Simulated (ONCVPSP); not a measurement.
**Configuration tests for P (ONCV)**

- Element: P
- Generator: ONCVPSP 4.0.1
- Type: optimised norm-conserving Vanderbilt (ONCV)
- Functional: PBEsol
- Relativity: scalar-relativistic
- Frozen core: [Ne]
- Valence charge: 5
- Reference configuration: 3s2 3p3
- Partial waves: 3s: rc 1.45 bohr, ncon 4, nbas 8, qcut 5.6 1/bohr, 2 projectors, debl 1.1 Ha; 3p: rc 1.45 bohr, ncon 3, nbas 7, qcut 5 1/bohr, local; d scattering state at 0.02 Ha: rc 1.60 bohr, ncon 4, nbas 7, qcut 6.7 1/bohr, 2 projectors, debl 3.9 Ha
- Local potential: the p channel
- Core correction: Teter function, fcfact 4, rcfact 1.8

Energies are relative to the spin-unpolarised reference configuration 3s2 3p3; without spin polarisation the order of configurations can differ from experiment.

```csv
valence configuration,charge,ΔE all-electron (eV),error AE − PS (meV)
3s2 3p2,+1,9.698,+0.5
3s2 3p1,+2,28.810,-12
3s2 3p2.5,+0.5,3.760,+0.2
```

**Question.** What are ΔE and the potential's error for 3s2 3p0?

**Answer.** ΔE = 58.516 eV all-electron; the error (AE − PS) is -112 meV.
